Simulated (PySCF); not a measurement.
## How methods differ on the ionisation energy of Sb⁺

Sb⁺ [Kr] 4d10 5s2 5p2 (3P) → Sb²⁺ [Kr] 4d10 5s2 5p1 (2P), as a difference of total energies. Computed with PySCF 2.14 in ANO-RCC-VTZP, with the spin-free X2C one-electron Hamiltonian (Gaussian nucleus). Correlated levels: valence and next inner shell: [Ar] 3d10 frozen. The calculations carry no spin-orbit coupling.

Question: Order these methods by the ionisation energy they give, lowest first.
A. CCSD(T) (valence and next inner shell)
B. SCS-MP2 (valence and next inner shell)
C. UHF
D. CCSD (valence and next inner shell)

Answer: C (16.046 eV), B (16.422 eV), D (16.498 eV), A (16.523 eV).

A first-order spin-orbit estimate (lowest level to lowest level, LS coupling) adds -0.073 eV.

Errors of the correlated levels include the incompleteness of this basis and the frozen core.

For comparison: 16.626 ± 0.025 eV (measured; NIST Atomic Spectra Database, ionization energies).
